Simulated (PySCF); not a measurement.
CH₄ClNOSi₂, SMILES Cl[Si@H]1OC=N[SiH2]1.

Coordinates come from a PBE-D3(BJ)/def2-SVP optimisation. The structure was generated by enumeration; whether it is a known compound was not checked.

All values below come from HF/def2-TZVP (PySCF).

Gas-phase values at a fixed geometry.

```
Quantity                                                                                                        Value
---------------------------------------------------------------------------------------------  ----------------------
total energy                                                                                      -1207.07369 hartree
highest occupied level                                                                                      -10.53 eV
lowest empty level                                                                                            2.42 eV
orbital gap                                                                                                  12.95 eV
dipole moment                                                                                                  1.52 D
quadrupole, principal values (traceless, Buckingham form, about the centre of nuclear charge)   -9.10, 1.42, 7.68 D·Å
mean static polarisability                                                                      76.0 bohr³ (11.26 Å³)
polarisability, principal values                                                               65.8, 75.2, 87.0 bohr³
```
